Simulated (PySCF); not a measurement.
B(F)(OAc)(OH) (C2H4BFO3), SMILES CC(=O)OB(O)F. Atoms are numbered in the order given.

```xyz
11

B      0.1216     0.3907     1.1414
F     -0.9943    -0.1479     1.6274
O      0.6595    -0.0632    -0.0475
C     -0.0986    -0.3309    -1.1525
C      0.6651    -1.1541    -2.1522
O     -1.2171     0.0834    -1.2808
H      0.0542    -1.3148    -3.0478
H      0.9401    -2.1202    -1.7008
H      1.6034    -0.6420    -2.4146
O      0.8016     1.3314     1.8242
H      0.3924     1.5526     2.6706
```
Charge 0, spin multiplicity 1.

Geometry optimised at B3LYP-D3(BJ)/def2-SVP. One conformer was computed; it need not be the lowest.

Calculation: PySCF with CAM-B3LYP/def2-TZVP.

ESP charges are fitted to the potential on shells at 1.4 to 2.0 van der Waals radii. Atomic charges (e):

```csv
atom,ESP fit,Mulliken
B1,0.80,0.46
F2,-0.32,?
O3,-0.48,?
C4,0.86,0.33
C5,-0.73,-0.37
O6,-0.53,-0.28
H7,0.20,?
H8,0.21,?
H9,0.21,?
O10,-0.66,-0.38
H11,0.43,?
```

Question: What belongs in the gaps? (Estimate from the structure and the level; the computed values follow.)

Answer: 
- F2, Mulliken: -0.24
- O3, Mulliken: -0.30
- H7, Mulliken: 0.14
- H8, Mulliken: 0.14
- H9, Mulliken: 0.15
- H11, Mulliken: 0.34

Question: Give the Mayer and Wiberg (Löwdin basis) orders of the bonds. (Estimate from the structure and the level; the computed values follow.)

Answer: 
| bond | Mayer | Wiberg |
|---|---|---|
| B1–F2 | 1.21 | 2.06 |
| B1–O3 | 1.11 | 1.67 |
| O3–C4 | 1.04 | 1.50 |
| C4–C5 | 0.97 | 1.25 |
| C4–O6 | 2.08 | 2.70 |
| C5–H7 | 0.98 | 0.90 |
| C5–H8 | 0.95 | 0.88 |
| C5–H9 | 0.95 | 0.88 |
| B1–O10 | 1.40 | 2.05 |
| O10–H11 | 0.87 | 0.93 |
